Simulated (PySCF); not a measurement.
**Question.** Give a PBE0-D3(BJ)/def2-SVP geometry of `C=C/C(=C/C)C(=O)F`.

**Answer.** 
```
atom  x, y, z in Å
C1    -1.1308    2.2886   -0.8946
C2    -0.4526    1.1419   -1.0296
C3    -0.0565    0.1593   -0.0129
C4     0.5508   -0.9871   -0.4127
C5     1.0313   -2.1424    0.3856
C6    -0.3009    0.3736    1.4348
O7    -0.3727   -0.4466    2.2906
F8    -0.4244    1.6716    1.7555
H9    -1.3615    2.8851   -1.7803
H10   -1.4728    2.6690    0.0678
H11   -0.1565    0.8448   -2.0424
H12    0.7084   -1.0722   -1.4954
H13    1.1180   -1.9257    1.4556
H14    0.3180   -2.9799    0.2820
H15    1.9924   -2.5041   -0.0109
```

Orientation and origin are arbitrary. Atoms count from 1 in this order. Of the pairs four or more bonds apart, O7···H13 is among the closest relative to their van der Waals radii: 2.26 Å, 83 % of the sum of Bondi's values. The C–C distances run from 1.339 Å (C1=C2, drawn double) to 1.484 Å (C4–C5, drawn single), a spread of 0.145 Å.

Bonds between heavy atoms (Å): C1=C2 1.339, C2–C3 1.468, C3=C4 1.358, C4–C5 1.484, C3–C6 1.484, C6=O7 1.188, C6–F8 1.343.

Method: PySCF 2.14.0, PBE0-D3(BJ)/def2-SVP geometry optimisation, gas phase.

Point group: C1 (no symmetry element, even within 0.4 Å). No PBE0-D3(BJ)/def2-SVP frequencies stand behind this structure, so it isn't proved a minimum. One conformer, not necessarily the lowest (C1–C2–C3–C4 175°, C2–C3–C6–O7 158°).
